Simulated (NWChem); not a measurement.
# How basis sets differ on AsH3 (arsine)

AsH3 has 4 atoms, charge 0, and is taken as a singlet. SMILES: `[AsH3]`. Geometry: relaxed at PBE0-D4/def2-TZVP.

```xyz
4

As   -0.2158    0.4876   -0.3460
H     0.3499    0.6303    1.0594
H    -1.0680   -0.7055    0.0611
H     0.9339   -0.4125   -0.7745
```

Each level gives the lowest excitation energy (eV). The values are calculated.

```tsv
level	kind	program	value (eV)	CPU time
TDA-PBE0/3-21G	perturbation theory	NWChem	7.79	6.3 s
TDA-PBE0/STO-3G	perturbation theory	NWChem	10.78	4.4 s
TDA-PBE0/6-31G	perturbation theory	NWChem	7.69	12 s
TDA-PBE0/6-31G* (spherical functions)	perturbation theory	NWChem	7.67	15 s
TDA-PBE0/6-31G** (spherical functions)	perturbation theory	NWChem	7.65	19 s
TDA-PBE0/6-311G**	perturbation theory	NWChem	7.41	23 s
```

All-electron rows without a relativistic Hamiltonian named are non-relativistic. The values span 7.41 to 10.78 eV. In the correlated wave-function rows the outer d shell of As is correlated, in sets not made for it. Without the sets that lack polarisation functions the rows with a basis span only 7.41 to 7.67 eV. Times are those of the runs behind each value, whatever else they computed, on shared processors of several kinds: orders of magnitude only.
